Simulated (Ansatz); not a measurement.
`F[Si](F)(F)B(Cl)Cl` and `F[Si](F)(F)[SiH3]` differ in one atom or group.

Ansatz, PBE0-D4/def2-TZVP geometries, multiplicity 1. Each molecule was computed in one conformer, which needn't be the lowest.

```csv
property,`F[Si](F)(F)B(Cl)Cl`
LUMO energy (PBE/def2-TZVPP) / eV,-3.70
HOMO–LUMO gap (PBE/def2-TZVPP) / eV,4.05
HOMO–LUMO gap (ωB97M-V/def2-TZVPP) / eV,10.55
size of the dipole moment (ωB97M-V/def2-TZVPP) / D,1.53
HOMO energy (ωB97M-V/def2-TZVPP) / eV,-11.29
LUMO energy (PBE0/def2-TZVPP) / eV,-2.84
```

(1) Give the same properties after the change, and the shifts. (Estimate.)

## Answers

(1) Ansatz gave: 
```json
{"property": "LUMO energy (PBE/def2-TZVPP) / eV", "`F[Si](F)(F)[SiH3]`": "-1.15", "shift": "2.55"}
{"property": "HOMO–LUMO gap (PBE/def2-TZVPP) / eV", "`F[Si](F)(F)[SiH3]`": "6.90", "shift": "2.85"}
{"property": "HOMO–LUMO gap (ωB97M-V/def2-TZVPP) / eV", "`F[Si](F)(F)[SiH3]`": "13.00", "shift": "2.45"}
{"property": "size of the dipole moment (ωB97M-V/def2-TZVPP) / D", "`F[Si](F)(F)[SiH3]`": "2.06", "shift": "0.53"}
{"property": "HOMO energy (ωB97M-V/def2-TZVPP) / eV", "`F[Si](F)(F)[SiH3]`": "-11.47", "shift": "-0.18"}
{"property": "LUMO energy (PBE0/def2-TZVPP) / eV", "`F[Si](F)(F)[SiH3]`": "-0.30", "shift": "2.54"}
```

With PBE0 the HOMO falls by 0.23 eV and the LUMO rises by 2.54 eV, so the gap widens by about 2.77 eV. PBE moves the HOMO by -0.31 eV and ωB97M-V by -0.18 eV. Dipoles are sizes alone; their direction can turn.
